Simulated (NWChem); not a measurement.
All runs are NWChem calculations. System: germanium monoxide (GeO), charge 0, spin multiplicity 1, at a geometry optimised with PBE0/def2-SVP. Level: LDA (SVWN5)/def2-TZVP.

Job file:

```
start mol
memory heap 200 mb stack 900 mb global 1100 mb
geometry units angstroms nocenter noautoz
  Ge     0.000000     0.000000     0.324711
  O      0.000000     0.000000    -1.298846
  symmetry group C2v
end
basis spherical
  * library def2-tzvp
end
dft
  xc slater vwn_5
  semidirect memsize 60000000 filesize 0
  iterations 100
end
task dft energy
```

Output (cleaned and shortened):

```
             Northwest Computational Chemistry Package (NWChem) 7.3.0
             --------------------------------------------------------

                                NWChem Input Module
                                -------------------

 Scaling coordinates for geometry "geometry" by  1.889725989
 (inverse scale =  0.529177249)

 Turning off AUTOSYM since
 SYMMETRY directive was detected!

                             Geometry "geometry" -> ""
                             -------------------------

 Output coordinates in angstroms (scale by  1.889725989 to convert to a.u.)

  No.       Tag          Charge          X              Y              Z
 ---- ---------------- ---------- -------------- -------------- --------------
    1 Ge                  32.0000     0.00000000     0.00000000     0.32471100
    2 O                    8.0000     0.00000000     0.00000000    -1.29884600

 Effective nuclear repulsion energy (a.u.)      83.4398642881

            Nuclear Dipole moment (a.u.)
            ----------------------------
        X                 Y               Z
 ---------------- ---------------- ----------------
     0.0000000000     0.0000000000    -0.0000302356

      Symmetry information
      --------------------

 Group name             C2v
 Group number             16
 Group order               4
 No. of unique centers     2

      Symmetry unique atoms

     1    2


 Summary of "ao basis" -> "" (spherical)
 ------------------------------------------------------------------------------
       Tag                 Description            Shells   Functions and Types
 ---------------- ------------------------------  ------  ---------------------
 *                         def2-tzvp                  on all atoms

                                 NWChem DFT Module
                                 -----------------

 Summary of "ao basis" -> "ao basis" (spherical)
 ------------------------------------------------------------------------------
       Tag                 Description            Shells   Functions and Types
 ---------------- ------------------------------  ------  ---------------------
[...]
              MO Center=  3.5D-16, -1.4D-15, -3.6D-01, r^2= 2.4D+00
   Bfn.  Coefficient  Atom+Function         Bfn.  Coefficient  Atom+Function
  ----- ------------  ---------------      ----- ------------  ---------------
     6      0.433386  1 Ge s                 56     -0.376145  2 O  pz
    18      0.339167  1 Ge pz                59     -0.280905  2 O  pz
    62     -0.232974  2 O  pz                 5      0.178234  1 Ge s
    12     -0.172342  1 Ge pz                21      0.130561  1 Ge pz
     4     -0.098322  1 Ge s                 24      0.084298  1 Ge d  0

 Vector   21  Occ=0.000000D+00  E=-1.112160D-01  Symmetry=b2
              MO Center= -1.4D-16,  5.8D-16,  2.3D-01, r^2= 2.8D+00
   Bfn.  Coefficient  Atom+Function         Bfn.  Coefficient  Atom+Function
  ----- ------------  ---------------      ----- ------------  ---------------
    20      0.622748  1 Ge py                17      0.463740  1 Ge py
    55     -0.248789  2 O  py                61     -0.219908  2 O  py
    11     -0.201093  1 Ge py                58     -0.193111  2 O  py
    38      0.089123  1 Ge d -1               8      0.076759  1 Ge py
    23     -0.055257  1 Ge d -1              14     -0.040508  1 Ge py

 Vector   22  Occ=0.000000D+00  E=-1.112160D-01  Symmetry=b1
              MO Center= -2.5D-16,  1.2D-16,  2.3D-01, r^2= 2.8D+00
   Bfn.  Coefficient  Atom+Function         Bfn.  Coefficient  Atom+Function
  ----- ------------  ---------------      ----- ------------  ---------------
    19      0.622748  1 Ge px                16      0.463740  1 Ge px
    54     -0.248789  2 O  px                60     -0.219908  2 O  px
    10     -0.201093  1 Ge px                57     -0.193111  2 O  px
    40     -0.089123  1 Ge d  1               7      0.076759  1 Ge px
    25      0.055257  1 Ge d  1              13     -0.040508  1 Ge px

 Vector   23  Occ=0.000000D+00  E= 1.249849D-02  Symmetry=a1
              MO Center=  1.2D-15, -3.7D-15,  3.3D-01, r^2= 4.1D+00
   Bfn.  Coefficient  Atom+Function         Bfn.  Coefficient  Atom+Function
  ----- ------------  ---------------      ----- ------------  ---------------
    21      1.182084  1 Ge pz                53      0.874286  2 O  s
     6     -0.810283  1 Ge s                 62      0.350836  2 O  pz
    18      0.272624  1 Ge pz                56      0.166327  2 O  pz
    59      0.165920  2 O  pz                24     -0.139789  1 Ge d  0
    51      0.138529  2 O  s                 39      0.127882  1 Ge d  0

 center of mass
 --------------
 x =   0.00000000 y =   0.00000000 z =   0.06784780

 moments of inertia (a.u.)
 ------------------
         123.778946852626           0.000000000000           0.000000000000
           0.000000000000         123.778946852626           0.000000000000
           0.000000000000           0.000000000000           0.000000000000

     Multipole analysis of the density
     ---------------------------------

     L   x y z        total         alpha         beta         nuclear
     -   - - -        -----         -----         ----         -------
     0   0 0 0     -0.000000    -20.000000    -20.000000     40.000000

     1   1 0 0     -0.000000     -0.000000     -0.000000      0.000000
     1   0 1 0      0.000000      0.000000      0.000000      0.000000
     1   0 0 1      1.219511      0.609771      0.609771     -0.000030

     2   2 0 0    -15.163251     -7.581625     -7.581625      0.000000
     2   1 1 0     -0.000000     -0.000000     -0.000000      0.000000
     2   1 0 1     -0.000000     -0.000000     -0.000000      0.000000
     2   0 2 0    -15.163251     -7.581625     -7.581625      0.000000
     2   0 1 1     -0.000000     -0.000000     -0.000000      0.000000
     2   0 0 2    -19.409019    -39.826435    -39.826435     60.243851

 Task  times  cpu:        4.1s     wall:        4.1s

 Total times  cpu:        4.1s     wall:        4.1s
```
